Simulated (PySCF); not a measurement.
C6H14Si (SMILES C=CC[Si](C)(C)C), singlet, geometry from GFN2-xTB, atoms displaced at random by about 0.03 Å a coordinate; PySCF with HF/STO-3G, gradient by finite differences.

PySCF was given this input:
```python
from pyscf import gto, scf

mol = gto.M(
    atom='''
C     2.95051316    0.24786462    0.42481042
C     2.00038193   -0.09574208   -0.47120461
C     0.88863540    0.76853134   -0.73340486
Si   -0.75581077    0.00672918   -0.06343507
C    -1.02400742   -1.78922832   -0.72848962
C    -0.63356347   -0.07209813    1.87877446
C    -2.15241830    1.05935162   -0.49099670
H     3.80331591   -0.40755259    0.65277020
H     2.85479978    1.10566794    1.07354521
H     2.13762483   -0.99075158   -1.04695909
H     0.75281283    0.83346573   -1.83676320
H     1.03508802    1.74633335   -0.39718981
H    -1.94871199   -2.12712389   -0.32529122
H    -0.23532227   -2.45951661   -0.45923052
H    -1.00407406   -1.72318536   -1.83112941
H    -0.49189248    0.95278696    2.30831410
H     0.32515894   -0.67612840    2.14289694
H    -1.35595546   -0.52597772    2.30343096
H    -2.34442160    1.16405776   -1.59285737
H    -2.06624299    2.13359606   -0.19206606
H    -3.15035944    0.73662211   -0.11871646
''',
    basis='sto-3g',
    verbose=4,
)

mf = scf.RHF(mol)
mf.conv_tol = 1e-11
mf.kernel()
scan, done = mf.as_scanner(), []
scan.scf_summary = {}
def energy(d):
    c = mol.atom_coords()
    c[11, 2] += d
    e = scan(mol.set_geom_(c, unit='Bohr', inplace=False))
    done.append(scan.converged)
    return e
h = 0.2
fd = (energy(h) - energy(-h)) / (2 * h)
print('dE/dx =', fd)
```

What the program printed (banner, timings and long lists left out):

```
PySCF version 2.14.0

[INPUT] verbose = 4
[INPUT] num. atoms = 21
[INPUT] num. electrons = 64
[INPUT] charge = 0
[INPUT] spin (= nelec alpha-beta = 2S) = 0
[INPUT] symmetry False subgroup None
[INPUT] Mole.unit = angstrom
[INPUT] Symbol           X                Y                Z      unit          X                Y                Z       unit  Magmom
[...]
nuclear repulsion = 376.780569586306
number of shells = 37
number of NR pGTOs = 159
number of NR cGTOs = 53
basis = sto-3g
ecp = {}

******** <class 'pyscf.scf.hf.RHF'> ********
method = RHF
initial guess = minao
damping factor = 0
level_shift factor = 0
DIIS = <class 'pyscf.scf.diis.CDIIS'>
diis_start_cycle = 1
diis_space = 8
diis_damp = 0
SCF conv_tol = 1e-11
SCF conv_tol_grad = None
SCF max_cycles = 50
direct_scf = True
direct_scf_tol = 1e-13
Set gradient conv threshold to 3.16228e-06
Initial guess from minao.
init E= -519.013640451059
[...]
cycle= 1 E= -518.134300684688  delta_E= 0.879  |g|= 0.296  |ddm|= 5.24
[...]
cycle= 2 E= -518.170614954685  delta_E= -0.0363  |g|= 0.0693  |ddm|= 0.556
[...]
cycle= 3 E= -518.172800726486  delta_E= -0.00219  |g|= 0.0194  |ddm|= 0.144
[...]
cycle= 4 E= -518.172934560424  delta_E= -0.000134  |g|= 0.00473  |ddm|= 0.0355
[...]
cycle= 5 E= -518.172941444888  delta_E= -6.88e-06  |g|= 0.000704  |ddm|= 0.00612
[...]
cycle= 6 E= -518.172941747395  delta_E= -3.03e-07  |g|= 0.000199  |ddm|= 0.00144
[...]
cycle= 7 E= -518.172941773426  delta_E= -2.6e-08  |g|= 4.87e-05  |ddm|= 0.000446
[...]
cycle= 8 E= -518.172941775225  delta_E= -1.8e-09  |g|= 1.51e-05  |ddm|= 0.000125
[...]
cycle= 9 E= -518.172941775378  delta_E= -1.53e-10  |g|= 5.06e-06  |ddm|= 3.27e-05
[...]
cycle= 10 E= -518.172941775396  delta_E= -1.76e-11  |g|= 1.07e-06  |ddm|= 1.39e-05
[...]
cycle= 11 E= -518.172941775398  delta_E= -2.05e-12  |g|= 1.84e-07  |ddm|= 3e-06
[...]
Extra cycle  E= -518.172941775397  delta_E= 9.09e-13  |g|= 8.28e-08  |ddm|= 3.36e-07
converged SCF energy = -518.172941775397
Create scanner for <class 'pyscf.scf.hf.RHF'>

WARN: Mole.unit (angstrom) is changed to Bohr

New geometry
   1 C      2.950513160000   0.247864620000   0.424810420000 AA    5.575661799325   0.468396247769   0.802775348661 Bohr
   2 C      2.000381930000  -0.095742080000  -0.471204610000 AA    3.780173992229  -0.180926309796  -0.890447661532 Bohr
   3 C      0.888635400000   0.768531340000  -0.733404860000 AA    1.679277530593   1.452313750745  -1.385934323825 Bohr
[...]
converged SCF energy = -518.174320887096
[...]
  13 H     -1.948711990000  -2.127123890000  -0.325291220000 AA   -3.682531956756  -4.019681585119  -0.614711316526 Bohr
  14 H     -0.235322270000  -2.459516610000  -0.459230520000 AA   -0.444694641311  -4.647812791719  -0.867819910842 Bohr
  15 H     -1.004074060000  -1.723185360000  -1.831129410000 AA   -1.897424982180  -3.256348392260  -3.460333083536 Bohr
  16 H     -0.491892480000   0.952786960000   2.308314100000 AA   -0.929542069933   1.800506409457   4.362081458472 Bohr
  17 H      0.325158940000  -0.676128400000   2.142896940000 AA    0.614461343554  -1.277697501040   4.049488329769 Bohr
  18 H     -1.355955460000  -0.525977720000   2.303430960000 AA   -2.562384456509  -0.993953838423   4.352853661244 Bohr
  19 H     -2.344421600000   1.164057760000  -1.592857370000 AA   -4.430314744515   2.199750359575  -3.010064184795 Bohr
  20 H     -2.066242990000   2.133596060000  -0.192066060000 AA   -3.904633357902   4.031912213851  -0.362952251224 Bohr
  21 H     -3.150359440000   0.736622110000  -0.118716460000 AA   -5.953316535538   1.392014045199  -0.224341595878 Bohr

******** <class 'pyscf.scf.hf.RHF_Scanner'> ********
method = RHF_Scanner
initial guess = minao
damping factor = 0
level_shift factor = 0
DIIS = <class 'pyscf.scf.diis.CDIIS'>
diis_start_cycle = 1
diis_space = 8
diis_damp = 0
SCF conv_tol = 1e-11
SCF conv_tol_grad = None
SCF max_cycles = 50
direct_scf = True
direct_scf_tol = 1e-13
Set gradient conv threshold to 3.16228e-06
init E= -518.189812826415
[...]
cycle= 1 E= -518.166941303238  delta_E= 0.0229  |g|= 0.0185  |ddm|= 0.137
[...]
cycle= 2 E= -518.167120418633  delta_E= -0.000179  |g|= 0.00553  |ddm|= 0.0335
[...]
cycle= 3 E= -518.167136919842  delta_E= -1.65e-05  |g|= 0.00122  |ddm|= 0.012
[...]
cycle= 4 E= -518.167137607501  delta_E= -6.88e-07  |g|= 0.000251  |ddm|= 0.00238
[...]
cycle= 5 E= -518.167137635736  delta_E= -2.82e-08  |g|= 7.9e-05  |ddm|= 0.000471
[...]
cycle= 6 E= -518.167137639938  delta_E= -4.2e-09  |g|= 3.99e-05  |ddm|= 0.000164
[...]
cycle= 7 E= -518.167137640815  delta_E= -8.77e-10  |g|= 8.37e-06  |ddm|= 8.68e-05
[...]
cycle= 8 E= -518.167137640874  delta_E= -5.89e-11  |g|= 1.94e-06  |ddm|= 2.49e-05
[...]
cycle= 9 E= -518.167137640879  delta_E= -4.77e-12  |g|= 3.75e-07  |ddm|= 5.3e-06
[...]
Extra cycle  E= -518.167137640881  delta_E= -2.05e-12  |g|= 1.6e-07  |ddm|= 7.22e-07
converged SCF energy = -518.167137640881
dE/dx = -0.017958115538476704
```
